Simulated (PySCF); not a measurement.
## Structure elucidation problem

An unknown has the formula C2H11NO3Si3. Its calculated NMR data are:

1H NMR (400 MHz, computed): δ 4.78 (s, 2H), 4.54 (s, 3H), 4.29 (s, 2H), 4.27 (br s, 1H), 2.03 (s, 3H).

13C{1H} NMR (computed): δ 185.9 (C), 23.2 (CH3).

No solvent model, non-relativistic, equivalent nuclei averaged, one conformer. Structure optimised with PBE0-D3(BJ)/def2-SVP; σ from GIAO-HF/pcSseg-1; PySCF 2.14.

Shifts are taken against calculated references (same method and geometry level): 1H (σref 31.69) and 13C (σref 190.85) against TMS.

**Question.** What is the structure?

**Answer.** 
1. Rings plus π bonds: 1 (no ring in the answer).
2. 2 carbon signals for 2 carbons: no two carbons are equivalent.
3. Carbon types of the structure: 1 × C, 1 × CH3, leaving 8 H on heteroatoms.
4. δC 185.9: amide carbonyl carbon; it is a carbonyl in resonance with an O or N lone pair, the region of acids, esters and amides.
5. δC 23.2: methyl carbon α to a carbonyl; α to the electron-withdrawing carbonyl group.
6. δH 4.78: hydrogen on a silicon bonded to N, O.
7. δH 4.54: hydrogen on a silicon bonded to O.
8. δH 4.29: hydrogen on a silicon bonded to 2 O.
9. δH 4.27: hydrogen on an amide-type nitrogen; exchangeable, gas-phase position.
10. δH 2.03: hydrogen on a methyl carbon α to a carbonyl; α to C=O.

These data were computed for SMILES CC(=O)N[SiH2]O[SiH2]O[SiH3].

The data come from this structure; uniqueness wasn't tested.

OH and NH positions are those of a molecule without intermolecular hydrogen bonds; in solution they move with solvent, concentration and temperature, and exchange usually removes their couplings. Shifts are as computed. Against solution values, carbons near 30 ppm lie about -0 ppm off and those near 130 ppm about +7 ppm. Of 1211 compounds with measured shifts, 218 miss one by over three times the rms of a fit or turn the order of signals round; such compounds aren't used in these exercises. The C=O carbon of an acid or of an amide with N–H lies up to 10 ppm further downfield in solution, through hydrogen bonding that the calculation lacks. No couplings were computed; multiplicities are counted from neighbouring protons, with m where these are inequivalent, close in shift, in a saturated or five-membered ring or joined by F or P, and br s for small geminal =CH2 splittings.
